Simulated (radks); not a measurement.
The numbers below are computed, except where a source is named.
Question: All-electron atom: the titanium ion Ti4+ in [Ar]. Code: a radial shooting solver on a logarithmic mesh with Libxc functionals. Model: non-relativistic Kohn-Sham, BLYP, spin-polarised, spherical densities, point nucleus. Some entries of the table are withheld. Estimate them.

orbital,occ.,eigenvalue (eV),r(max) (bohr),<1/r> (bohr^-1)
1s,2,-4892.756,0.04613,21.53
2s,2,(1),0.2714,4.491
2p,6,-499.2586,0.2205,(2)
3s,2,-112.8153,0.8624,1.432
3p,6,-89.1783,0.8818,1.328
3d,0,-52.4824,0.8746,(3)
4s,0,-37.8115,2.253,0.5608

Answer: 
(1) 2s eigenvalue (eV): -586.6470
(2) 2p <1/r> (bohr^-1): 4.429
(3) 3d <1/r> (bohr^-1): 1.091
